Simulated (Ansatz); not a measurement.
Compare A (`C[C](=O)[GeH2][F]`) with its isomer B (`O/C(F)=[CH]\[GeH3]`).

Computed with Ansatz on PBE0-D4/def2-TZVP structures; ΔE is electronic, products minus reactants. CCSD(T)/CBS is the MP2 limit (def2-TZVPP, def2-QZVPP) plus CCSD(T) − MP2 in def2-TZVPP, frozen cores. Functionals use def2-TZVPP. B3LYP here is the variant with VWN-RPA as its local correlation; programs differ in this. For Ge outer-core shells are correlated without core-valence functions, which leaves a few kJ/mol of doubt a bond. Scalar relativity is left out up to krypton. One conformer a species, not always the lowest.

Question: Which is lower in electronic energy at CCSD(T)/CBS, and by how much? (Best estimate.)

Answer: The calculation gave: A, by 32.2 kcal/mol.

Question: Give E(B) − E(A) in kcal/mol with PBE-D4, B3LYP-D4, ωB97M-V, BLYP-D4, CCSD(T)/def2-TZVPP, HF/def2-TZVPP, B3LYP. (An estimate is asked.)

Answer: Computed: PBE-D4 31.3, B3LYP-D4 33.1, ωB97M-V 31.0, BLYP-D4 34.7, CCSD(T)/def2-TZVPP 32.0, HF/def2-TZVPP 33.7, B3LYP 33.2. None reverses the order clearly.

Question: Does the order hold for the free energy at 298.15 K (harmonic terms from PBE0-D4)? (Best estimate.)

Answer: Ansatz gave: Yes: G(B) − G(A) = +31.1 kcal/mol, for one conformer each. Modes under 60 cm⁻¹, often nearly free rotors, make the harmonic entropy too high.

Largest T1 diagnostic: 0.014.

Leaving LDA and LC-ωPBE aside and taking each functional with its dispersion term where it has one, the values, not all of them listed here, spread over 4.9 kcal/mol, from HSE06-D4 to BLYP-D4. LDA lies −7.2 kcal/mol from PBE without D4. From BLYP to BHLYP (50 % exact exchange), in def2-TZVPP and without D4, E(B) − E(A) moves by −2.6 kcal/mol.
